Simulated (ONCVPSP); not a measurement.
**Cutoff test, tantalum (Ta), ONCV**

Ta, optimised norm-conserving Vanderbilt (ONCV), made with ONCVPSP 4.0.1 (PBE, scalar-relativistic). Core [Kr] 4d10 4f14, reference 5s2 5p6 5d3 6s1.5 (charge +0.5). Waves: 5s+6s: rc 1.70 bohr, ncon 4, nbas 8, qcut 8 1/bohr, 2 projectors; 5p: rc 1.75 bohr, ncon 4, nbas 9, qcut 9.8 1/bohr, 2 projectors, debl 3.3 Ha; 5d: rc 2.50 bohr, ncon 3, nbas 7, qcut 7.5 1/bohr, 2 projectors, debl 2.7 Ha. Local part: polynomial inside 1.55 bohr (lpopt 5, dvloc0 2 Ha). Core correction: Teter function, fcfact 6, rcfact 1.5.

Q: For each optimised wave give the share of its norm inside rc, the residual kinetic energy above qcut (Ha) and the cutoffs (Ha) for errors of 10, 1, 0.1 and 0.01 mHa per electron.

A:

```tsv
wave	norm inside rc	residual KE	10 mHa	1 mHa	0.1 mHa	0.01 mHa
5s	0.936	3.7e-07	16.8	21.6	25.3	28.5
6s	0.059	4.2e-07	13.6	19.7	24.4	28.0
5p	0.853	5.3e-09	18.1	25.6	31.6	36.3
p projector 2	0.091	1.4e-08	16.6	26.1	32.7	37.8
5d	0.704	4.0e-10	9.6	12.9	15.8	18.3
d projector 2	0.168	4.7e-10	11.2	14.6	17.8	20.6
```

The occupied waves need 26 Ha and 32 Ha for 1 and 0.1 mHa.
